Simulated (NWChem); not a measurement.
System: BAsH4O; SMILES [AsH2]BO

```xyz
7

B     -0.5749     1.2087     0.0043
As     0.0496    -0.7591    -0.0365
H     -0.6754    -1.1128     1.2639
H      1.3909    -0.5171     0.6735
H     -1.7459     1.4507     0.0049
O      0.2539     2.2751    -0.0647
H      1.1947     2.0420    -0.0443
```
Atoms are numbered in this order, from 1.

Level: B3LYP/6-31G* (spherical d) (NWChem), optimised geometry, unscaled harmonic frequencies. 

List the harmonic frequencies with IR intensities, and the thermochemistry.


| frequency (cm⁻¹) | IR intensity (km/mol) |
|---|---|
| 146 | 0.8 |
| 256 | 11.0 |
| 471 | 38.3 |
| 507 | 48.5 |
| 694 | 43.4 |
| 711 | 6.3 |
| 881 | 5.5 |
| 999 | 22.9 |
| 1022 | 87.0 |
| 1179 | 192.9 |
| 1349 | 280.0 |
| 2155 | 127.6 |
| 2197 | 104.6 |
| 2655 | 143.7 |
| 3751 | 37.0 |

```yaml
zero_point_energy: 27.1 kcal/mol
thermal correction to the enthalpy at 298.15 K (with zero-point energy): 30.7 kcal/mol
heat capacity Cv: 15.4 cal/(mol K)
entropy at 298.15 K and 1 atm (symmetry number 1): 70.9 cal/(mol K)
dipole_moment: 1.48 D
```

Rigid rotor and harmonic oscillator.
